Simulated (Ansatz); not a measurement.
`C[NH][GeH2][SiH3]` + `[NH2][AlH][OH]` → `[OH][AlH][NH][SiH3]` + `C[NH][GeH3]`  (cleavage of the Si–Ge bond)

Computed with Ansatz on PBE0-D4/def2-TZVP structures; ΔE is electronic, products minus reactants. CBS: MP2 limit from def2 TZ/QZ plus the TZ coupled-cluster correction, frozen cores. This one scheme is used for every species. Functionals use def2-TZVPP. For Ge outer-core shells are correlated without core-valence functions, which leaves a few kJ/mol of doubt a bond. Scalar relativity is left out up to krypton. One conformer a species, not always the lowest.

| level | ΔE (kJ/mol) | difference from CCSD(T)/CBS |
| --- | --- | --- |
| r2SCAN-D4 | -33.2 | 4.7 |
| ωB97X-V | -38.7 | -0.8 |
| ωB97M-V | -40.6 | -2.7 |
| r2SCAN | -33.6 | 4.3 |
| PBE0 | -28.1 | 9.8 |
| MP2/def2-TZVPP | -44.5 | -6.6 |
| SCS-MP2/def2-TZVPP | -47.7 | -9.8 |
| CCSD/def2-TZVPP | -41.5 | -3.6 |
| MP2/CBS(def2) | -42.8 | -4.9 |
| CCSD/CBS(def2) | -39.8 | -1.9 |
| CCSD(T)/CBS | -37.9 | 0 |

Largest T1 diagnostic among the species: 0.012.

From PBE to PBE0 (25 % exact exchange), in def2-TZVPP and without D4, ΔE moves by −6.7 kJ/mol. In def2-TZVPP, CCSD(T) changes the Hartree–Fock value by +17.1 kJ/mol (the triples alone add +1.9 kJ/mol) and MP2 by +12.2 kJ/mol.
